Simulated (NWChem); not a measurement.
SnH$_{3}$Br; SMILES [Br][SnH3]

This build's default masses of Se (78.918 u) and Br (79.917 u) are each other's, which moves their modes by up to 0.6 %. def2 effective core potentials on Sn; no spin-orbit coupling.

Give the equilibrium geometry at PBE0/def2-SVP with def2 effective core potentials on Sn (NWChem) as a Z-matrix, with the point group.

point group C3v; any orientation.
```
Sn
H 1 1.7096
H 1 1.7096 2 112.25
H 1 1.7096 2 112.25 3 -127.55
Br 1 2.5013 2 106.52 4 -116.22
```
